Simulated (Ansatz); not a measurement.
Species: ZnF₂, net charge 0, singlet state. SMILES: [F][Zn][F]
Geometry: optimised at B3LYP-D3(BJ)/def2-TZVP (Ansatz, a first-principles code).

Parts of the frozen-core correlation energy in STO-3G (Ansatz, hartree). Frozen orbitals: 11; correlated occupied orbitals by spin: 13 and 13; virtual: 4 and 4. Spin-orbit coupling is left out. No relativistic terms. The restricted reference is unstable. The program attaches cautions to this run: lower state.

```json
[
 {"term": "reference (HF)", "value": "-1953.34155"},
 {"term": "MP2 opposite-spin", "value": "-0.10711"},
 {"term": "MP2 same-spin", "value": "-0.02826"},
 {"term": "CCSD correlation", "value": "-0.16537"},
 {"term": "(T)", "value": "-0.02839"},
 {"term": "T1 diagnostic", "value": "0.026"},
 {"term": "largest doubles amplitude", "value": "0.252"}
]
```
